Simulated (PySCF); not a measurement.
A calculated (LDA, PySCF 2.14, x2c-TZVPPall, scalar relativity by spin-free X2C-1e) atom or ion has these occupied shells.

| shell | electrons | orbital energy (eV) | rms radius, mean of both spins (bohr) |
| --- | --- | --- | --- |
| 1s α | 1 | -25276.6 | 0.0357 |
| 1s β | 1 | -25276.6 | 0.0357 |
| 2s α | 1 | -3743.3 | 0.146 |
| 2s β | 1 | -3743.2 | 0.146 |
| 2p α | 3 | -3364.4 | 0.130 |
| 2p β | 3 | -3364.3 | 0.130 |
| 3s α | 1 | -704.52 | 0.395 |
| 3s β | 1 | -704.39 | 0.395 |
| 3p α | 3 | -579.86 | 0.396 |
| 3p β | 3 | -579.72 | 0.396 |
| 3d α | 5 | -381.73 | 0.378 |
| 3d β | 5 | -381.54 | 0.378 |
| 4s α | 1 | -117.85 | 0.968 |
| 4s β | 1 | -117.11 | 0.968 |
| 4p α | 3 | -81.452 | 1.07 |
| 4p β | 3 | -80.696 | 1.07 |
| 4d α | 5 | -29.498 | 1.44 |
| 4d β | 4 | -28.744 | 1.44 |

(1) Name the element and its charge.

Results:

(1) Ag²⁺ (silver, charge +2), in [Kr] 4d9, 2D determinant.
